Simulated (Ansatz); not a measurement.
C$_{3}$H$_{11}$AsSi, SMILES `CC[As](C)[SiH3]`. Total charge 0; spin multiplicity 1. All single points use the PBE0-D4/def2-TZVP geometry. It is one conformer, not always the lowest.

```xyz
16

C    -1.769   -1.189    0.853
C    -0.316   -1.179    0.414
As    0.603    0.517    0.879
C     2.279    0.180   -0.111
Si   -0.387    1.831   -0.811
H    -2.235   -2.157    0.648
H    -2.353   -0.427    0.330
H    -1.863   -0.995    1.924
H    -0.222   -1.355   -0.660
H     0.247   -1.965    0.925
H     2.868    1.097   -0.145
H     2.850   -0.576    0.430
H     2.091   -0.169   -1.127
H    -0.393    1.110   -2.118
H     0.389    3.091   -0.970
H    -1.789    2.185   -0.462
```

(1) What is the dipole moment at r2SCAN/def2-TZVPP? (Best estimate.)

(2) And with PBE, B3LYP, ωB97M-V? (An estimate is asked.)

(3) Give the Mulliken charges with r2SCAN, PBE, B3LYP in def2-TZVPP. (Best estimate.)

## Answers

(1) Ansatz gave: 1.25 D, with components (0.31, -1.14, -0.42) D in this frame, pointing from negative to positive charge.

(2) Ansatz gave: PBE 1.22 D, B3LYP 1.16 D, ωB97M-V 1.14 D.

(3) Computed: 
```json
{"atom": "C1", "r2SCAN": "-0.14", "PBE": "-0.24", "B3LYP": "-0.25"}
{"atom": "C2", "r2SCAN": "-0.14", "PBE": "-0.22", "B3LYP": "-0.23"}
{"atom": "As3", "r2SCAN": "0.11", "PBE": "0.12", "B3LYP": "0.14"}
{"atom": "C4", "r2SCAN": "-0.31", "PBE": "-0.40", "B3LYP": "-0.42"}
{"atom": "Si5", "r2SCAN": "0.14", "PBE": "0.07", "B3LYP": "0.14"}
{"atom": "H6", "r2SCAN": "0.04", "PBE": "0.08", "B3LYP": "0.08"}
{"atom": "H7", "r2SCAN": "0.05", "PBE": "0.09", "B3LYP": "0.08"}
{"atom": "H8", "r2SCAN": "0.05", "PBE": "0.09", "B3LYP": "0.09"}
{"atom": "H9", "r2SCAN": "0.06", "PBE": "0.10", "B3LYP": "0.10"}
{"atom": "H10", "r2SCAN": "0.07", "PBE": "0.10", "B3LYP": "0.10"}
{"atom": "H11", "r2SCAN": "0.10", "PBE": "0.13", "B3LYP": "0.13"}
{"atom": "H12", "r2SCAN": "0.09", "PBE": "0.12", "B3LYP": "0.12"}
{"atom": "H13", "r2SCAN": "0.08", "PBE": "0.11", "B3LYP": "0.11"}
{"atom": "H14", "r2SCAN": "-0.07", "PBE": "-0.05", "B3LYP": "-0.07"}
{"atom": "H15", "r2SCAN": "-0.06", "PBE": "-0.05", "B3LYP": "-0.06"}
{"atom": "H16", "r2SCAN": "-0.07", "PBE": "-0.05", "B3LYP": "-0.06"}
```

B3LYP here is the variant with VWN-RPA as its local correlation; programs differ in this.
